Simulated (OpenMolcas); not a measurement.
## Ni3+: moving or changing the point charges

Ni3+ among 8 point charges of -1 e arranged as a cube (Oh), 1.73 Å from the ion.
```
   0.9988    0.9988    0.9988  -1.00
   0.9988    0.9988   -0.9988  -1.00
   0.9988   -0.9988    0.9988  -1.00
   0.9988   -0.9988   -0.9988  -1.00
  -0.9988    0.9988    0.9988  -1.00
  -0.9988    0.9988   -0.9988  -1.00
  -0.9988   -0.9988    0.9988  -1.00
  -0.9988   -0.9988   -0.9988  -1.00
```

```
Program             : OpenMolcas
Method              : SS-CASPT2, IPEA 0.25 Eh, imaginary shift 0.1 Eh (closed shells correlated: 3s 3p)
Basis               : ANO-RCC-VDZP [5s4p2d1f]
Scalar Hamiltonian  : DKH2, point nucleus
Active space        : 7 electrons in 5 orbitals (3d)
State averaging     : 2S+1 = 4 even, 10 roots; 2S+1 = 2 even, 40 roots
Spin-orbit coupling : state interaction with AMFI integrals over the reference wave functions
```

Runs around this geometry, states (labels of O, the rotations of Oh). Energies in cm-1 above the lowest state or level, χT in cm3 K/mol.

```json
{"R (Å)": "1.73", "q (e)": "-0.5", "Ground state": "4A2", "First state of that spin": "4T2 1160", "First gap with spin-orbit (degeneracies)": "1060 (4, 4)", "χT at 300 K": "4.317", "First state of another spin": "2A1 20390"}
{"R (Å)": "1.63", "q (e)": "-1", "Ground state": "4A2", "First state of that spin": "4T2 3970", "First gap with spin-orbit (degeneracies)": "3670 (4, 4)", "χT at 300 K": "2.966", "First state of another spin": "2E 21930"}
{"R (Å)": "1.73", "q (e)": "-1", "Ground state": "4A2", "First state of that spin": "4T2 2930", "First gap with spin-orbit (degeneracies)": "2640 (4, 4)", "χT at 300 K": "3.288", "First state of another spin": "2E 21500"}
{"R (Å)": "1.84", "q (e)": "-1", "Ground state": "4A2", "First state of that spin": "4T2 2420", "First gap with spin-orbit (degeneracies)": "2110 (4, 4)", "χT at 300 K": "3.518", "First state of another spin": "2E 21060"}
```

Taking the first state of the same spin as R^-n, n = -ln(2420 / 3970) / ln(1.84 / 1.63) = 4.1 between the shortest and longest distance.

Roots that are degenerate in the reference are averaged as groups; the widest CASPT2 spread within a group is 520 cm-1 (the 3-fold group of multiplicity 4 near 2930 cm-1 above the lowest state of its run, R = 1.73, q = -1). Shifts and gaps below about the spread of the groups concerned are not significant. Free-ion shares, where given, are those of the reference states; single-state CASPT2 does not remix them. The ground term spreads over less than 5000 cm-1, several times less than with real ligands, so orbital moments are less quenched and χT lies further from the spin-only value than at real sites (holds for R = 1.73, q = -0.5; R = 1.84, q = -1). Point charges carry no covalency, so the field is a model and not that of real ligands. No measured value stands beside these numbers.
